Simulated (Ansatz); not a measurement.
```xyz
11

C    -0.5962    1.1786    0.5134
C    -1.0474   -0.2357    0.7113
S    -2.3534   -0.6418    1.5908
O    -0.3173   -1.1733    0.1224
Ge    1.1678   -0.9540   -0.8939
H     0.4240    1.3083    0.8915
H    -0.5874    1.4286   -0.5534
H    -1.2554    1.8676    1.0323
H     1.5151   -2.3948   -1.2602
H     2.2489   -0.2813   -0.0382
H     0.8013   -0.1022   -2.1160
```

The species carries charge 0 and has multiplicity 1.

(1) List the ωB97M-V/def2-TZVPP orbital energies in eV (the Gaussian-basis code of Ansatz). (An estimate is asked.)

Answers

(1) The calculation gave: Occupied: -10867.69, -2425.60, -1363.50, -1211.24, -1211.21, -1211.21, -527.15, -284.74, -281.93, -219.60, -175.32, -162.70, -162.66, -162.50, -124.62, -124.52, -124.52, -37.52, -37.36, -37.35, -37.27, -37.27, -32.41, -24.85, -22.72, -20.05, -17.52, -15.96, -15.74, -15.14, -13.69, -13.42, -12.74, -12.57, -11.41, -9.34, -8.38. Lowest empty: 0.99, 1.44, 2.00, 2.92, 2.99, 3.50, 4.50, 4.93.
